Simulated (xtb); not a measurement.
A run for xtb: GFN-FF on H2O (SMILES O).

```
$ xtb mol.xyz --gfnff --sp --chrg 0 --uhf 0
3

O     -0.18190976     0.39201289     0.47091361
H      0.73983500     0.47377152     0.20090645
H     -0.50177974     1.29184150     0.60203524
```

Program output:

```
[...]
           -------------------------------------------------
          |                Calculation Setup                |
           -------------------------------------------------



          ==================== Thresholds ====================
          CN  :   150.00000
          rep :   500.00000
          disp:  2500.00000
          HB1 :   250.00000
          HB2 :   450.00000

          Pauling EN used:
          Z : 1  EN :  2.20
          Z : 8  EN :  3.44
          electric field strengths (au): 0.000

           -------------------------------------------------
          |           Force Field Initialization            |
           -------------------------------------------------

          distances ...
          ----------------------------------------
          generating topology and atomic info file ...
          pair mat ...
          computing topology distances matrix with Floyd-Warshall algo ...
          making topology EEQ charges ...
          #fragments for EEQ constrain: 1
          ----------------------------------------
          generating topology and atomic info file ...
          pair mat ...
          computing topology distances matrix with Floyd-Warshall algo ...
          making topology EEQ charges ...
          #fragments for EEQ constrain: 1
          rings ...
          # BATM   0
          # H in HB   2

  atom   neighbors  erfCN metchar sp-hybrid imet pi  qest     coordinates
    1  O       2    1.92   0.00         3    0    0  -0.571   -0.343760    0.740797    0.889898
    2  H       1    0.97   0.00         0    0    0   0.285    1.398086    0.895298    0.379658
    3  H       1    0.97   0.00         0    0    0   0.285   -0.948226    2.441227    1.137682

          #atoms :   3
          #bonds :   2
          #angl  :   1
          #tors  :   0
          #nmol  :   1
          #optfrag :   1
           -------------------------------------------------
          |                   G F N - F F                   |
          |          A general generic force-field          |
          |                  Version 1.0.3                  |
           -------------------------------------------------
          Number of HB bonds (bound hydrogen)     0
          Number of HB bonds (unbound hydrogen)   0
          Number of XB bonds                      0

 E+G (total)                   0 d,  0 h,  0 min,  0.000 sec
 distance/D3 list               ...        0 min,  0.000 sec (  0.893%)
 non bonded repulsion           ...        0 min,  0.000 sec ( 17.539%)
 dCN                            ...        0 min,  0.000 sec (  6.637%)
 EEQ energy and q               ...        0 min,  0.000 sec (  6.958%)
 D3                             ...        0 min,  0.000 sec (  9.090%)
 EEQ gradient                   ...        0 min,  0.000 sec (  3.156%)
 bonds                          ...        0 min,  0.000 sec (  5.470%)
 bend and torsion               ...        0 min,  0.000 sec ( 31.303%)
 bonded ATM                     ...        0 min,  0.000 sec (  0.456%)
 HB/XB (incl list setup)        ...        0 min,  0.000 sec ( 10.647%)

         :::::::::::::::::::::::::::::::::::::::::::::::::::::
         ::                     SUMMARY                     ::
         :::::::::::::::::::::::::::::::::::::::::::::::::::::
         :: total energy              -0.327575112587 Eh    ::
         :: gradient norm              0.011552950392 Eh/a0 ::
         ::.................................................::
         :: bond energy               -0.269212342681 Eh    ::
         :: angle energy               0.000810903532 Eh    ::
         :: torsion energy             0.000000000000 Eh    ::
Note: The following floating-point exceptions are signalling: IEEE_UNDERFLOW_FLAG IEEE_DENORMAL
normal termination of xtb
         :: repulsion energy           0.029446812755 Eh    ::
         :: electrostat energy        -0.088481154104 Eh    ::
         :: dispersion energy         -0.000139332089 Eh    ::
         :: HB energy                  0.000000000000 Eh    ::
         :: XB energy                  0.000000000000 Eh    ::
         :: bonded atm energy          0.000000000000 Eh    ::
         :: external energy            0.000000000000 Eh    ::
         :: add. restraining           0.000000000000 Eh    ::
         :: total charge               0.000000000000 e     ::
         :::::::::::::::::::::::::::::::::::::::::::::::::::::

           -------------------------------------------------
          |                Property Printout                |
           -------------------------------------------------

molecular dipole:
                 x           y           z       tot (Debye)
 q only:        0.353       0.576      -0.081       1.728

           -------------------------------------------------
          | TOTAL ENERGY               -0.327575112587 Eh   |
          | GRADIENT NORM               0.011552950392 Eh/α |
           -------------------------------------------------
########################################################################
[WARNING] Runtime exception occurred
-1- gfnff_setup: Could not read topology file.
########################################################################

------------------------------------------------------------------------
------------------------------------------------------------------------
 total:
 SCF:
```

The run finished.

Cost: very roughly 0.04 core-seconds.
